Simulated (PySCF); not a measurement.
PySCF job for AlGeH5O2S, SMILES [Al]([OH])([OH])[S][GeH3], C-PCM-B3LYP/def2-SVP. The structure is a stationary point at B3LYP-D3(BJ)/def2-SVP. The structure was generated by enumeration; whether it is a known compound was not checked. One conformer was computed; it need not be the lowest.

```python
import numpy as np
from pyscf import gto, scf, dft
from pyscf.solvent import pcm

mol = gto.M(
    atom='''
    Ge   -0.16851689   -1.73212622   -0.00000000
    S     1.30777531   -0.01692678    0.00000000
    Al   -0.11524892    1.62672375   -0.00000000
    O     0.33037208    3.26508161    0.00000000
    O    -1.75390546    1.17858265   -0.00000000
    H    -1.03922038   -1.69543901   -1.26740606
    H    -1.03922038   -1.69543901    1.26740607
    H     0.71807213   -2.99285741   -0.00000000
    H     1.22534354    3.61483665    0.00000000
    H    -2.51033641    1.77104338   -0.00000000
    ''',
    basis='def2-SVP',
    charge=0,
    spin=0,
    max_memory=1600,
    verbose=3,
)
mf = dft.RKS(mol, xc='b3lyp').density_fit(auxbasis='def2-universal-jkfit')
mf.grids.level = 3
mf.conv_tol = 1e-9
mf.max_cycle = 100
mf.kernel()
res = {}
for name, eps in {'water': 78.355, 'toluene': 2.3741, 'ethylethanoate': 5.9867}.items():
    s = mf.PCM()
    s.with_solvent.method, s.with_solvent.eps, s.with_solvent.lebedev_order = 'C-PCM', eps, 29
    s.kernel(mf.make_rdm1())
    res[name] = (s.e_tot, eps, s.dip_moment(), s.mo_energy, s.converged)
    print(f'{name}: electrostatic solvation free energy {(s.e_tot - mf.e_tot) * 627.509474:.3f} kcal/mol')
```

It prints:

```
converged SCF energy = -2870.75313587458

WARN: PCM is an experimental feature. It is still in testing.
Features and APIs may be changed in the future.

converged SCF energy = -2870.76614935203
Dipole moment(X, Y, Z, Debye): -0.85561,  1.27923, -0.00000
water: electrostatic solvation free energy -8.166 kcal/mol

WARN: PCM is an experimental feature. It is still in testing.
Features and APIs may be changed in the future.

converged SCF energy = -2870.76049919882
Dipole moment(X, Y, Z, Debye): -0.76844,  1.13300, -0.00000
toluene: electrostatic solvation free energy -4.621 kcal/mol

WARN: PCM is an experimental feature. It is still in testing.
Features and APIs may be changed in the future.

converged SCF energy = -2870.76396683089
Dipole moment(X, Y, Z, Debye): -0.82036,  1.22061, -0.00000
ethylethanoate: electrostatic solvation free energy -6.797 kcal/mol
```

Self-consistency was reached.

Cost: roughly 90 core-seconds.
